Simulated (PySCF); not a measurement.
4-chloro-N-methylaniline, C₇H₈ClN.
Z-matrix (Å and degrees, PBE0-D3(BJ)/def2-SVP geometry), rows numbered from 1:
```
C 
N   1  1.4315
C   2  1.3713  1  123.47
C   3  1.4076  2  122.08  1    -7.58
C   4  1.3922  3  120.88  2  -178.80
C   5  1.3911  4  120.26  3    -0.34
Cl  6  1.7367  5  120.14  4  -179.80
C   6  1.3957  5  119.83  4    -0.03
C   8  1.3866  6  119.95  5     0.20
H   1  1.1037  2  111.45  3    61.37
H   1  1.1079  2  113.31  3   -60.04
H   1  1.0981  2  109.24  3   179.57
H   2  1.0089  1  117.55  3   160.92
H   4  1.0906  3  120.30  2     1.23
H   5  1.0915  4  120.12  3   179.91
H   8  1.0914  6  119.68  5  -179.79
H   9  1.0936  3  119.33  2    -0.79
```

Level: CAM-B3LYP/def2-SVPD in PySCF, non-relativistic, on one gas-phase PBE0-D3(BJ)/def2-SVP geometry that isn't relaxed in the solvent. The solvent is an IEF-PCM continuum (cavity from Bondi-type radii × 1.2), and excitations are vertical TDDFT with non-equilibrium linear response and a frozen core. The model holds no explicit solvent molecules, cavitation or dispersion.

Gas-phase singlets (H = HOMO, L = LUMO):

```
state  E (eV)  λ (nm)      f  leading configuration
   S1   4.548     273  0.042                H→L 92%
   S2   5.341     232  0.195              H→L+2 54%
   S3   5.354     232  0.130              H→L+1 55%
   S4   5.932     209  0.002              H→L+4 82%
   S5   6.040     205  0.012              H→L+3 79%
```

What are the lowest 5 singlets in benzene (ε = 2.271)?

| state | E (eV) | λ (nm) | f | leading configuration | change by rank (eV) |
| --- | --- | --- | --- | --- | --- |
| S1 | 4.490 | 276 | 0.064 | H→L 93% | -0.058 |
| S2 | 5.221 | 237 | 0.464 | H→L+1 92% | -0.120 |
| S3 | 5.467 | 227 | 0.003 | H→L+2 88% | +0.113 |
| S4 | 5.936 | 209 | 0.000 | H→L+3 51% | +0.004 |
| S5 | 6.114 | 203 | 0.018 | H→L+5 50% | +0.074 |

What are the lowest 5 singlets in tetrahydrofuran (ε = 7.426)?

| state | E (eV) | λ (nm) | f | leading configuration | change by rank (eV) |
| --- | --- | --- | --- | --- | --- |
| S1 | 4.477 | 277 | 0.059 | H→L 93% | -0.071 |
| S2 | 5.213 | 238 | 0.453 | H→L+1 92% | -0.128 |
| S3 | 5.540 | 224 | 0.005 | H→L+2 90% | +0.186 |
| S4 | 5.925 | 209 | 0.003 | H→L+3 51% | -0.007 |
| S5 | 6.182 | 201 | 0.011 | H→L+5 45% | +0.142 |

The ground-state energy changes by -0.201 eV from gas to tetrahydrofuran. By how much does the total energy of gas-phase S1 change?

E(S1) = E(S0) + excitation energy, so it changes by -0.201 − 0.071 = -0.272 eV: it is lowered more than the ground state, which is what a red shift means. This is the vertical state, with the slow part of the continuum still set for S0.

How do the frontier levels move from gas to tetrahydrofuran?

```csv
orbital,gas (eV),solvent (eV),change (eV)
LUMO+2,1.14,1.42,+0.28
LUMO+1,1.11,1.10,-0.01
LUMO,0.63,0.65,+0.02
HOMO,-6.94,-6.88,+0.06
HOMO-1,-8.73,-8.73,0.00
HOMO-2,-9.56,-9.57,-0.01
HOMO-3,-10.08,-10.32,-0.24
```

The HOMO–LUMO gap goes from 7.57 to 7.53 eV. Rows go by rank; for LUMO+1 and LUMO+2 the atom shares or the degeneracy differ between the runs, so the row needn't follow one orbital.

Hardware: an Intel Xeon Platinum 8488C with one thread, on a shared host. Cost: 59 s of wall time, 1.3 GiB resident at most. This is the whole response run at CAM-B3LYP/def2-SVPD in tetrahydrofuran, SCF included.
